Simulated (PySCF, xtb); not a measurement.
AlFH4O2SSi, SMILES [Al]([S][SiH2]F)([OH])[OH]. One conformer was computed; it need not be the lowest.

Harmonic wavenumbers (cm⁻¹) from GFN2-xTB in xtb 6.7.1 at its own minimum, in rising order: 34, 47, 93, 147, 174, 201, 230, 276, 321, 398, 408, 450, 510, 515, 574, 711, 744, 793, 823, 968, 2365, 2400, 3775, 3798.

### Question
What does B3LYP-D3(BJ)/def2-SVP run with PySCF 2.14.0 give at its own minimum? (An estimate is asked for; the answer gives what the named calculation found.)

### Answer
72, 120, 183, 216, 222, 233, 245, 310, 333, 416, 547, 583, 597, 606, 639, 668, 804, 873, 945, 993, 2265, 2278, 3926, 3941. Paired by order, the mean absolute difference is 75 cm⁻¹ and the zero-point energies are 29.7 and 31.5 kcal/mol.
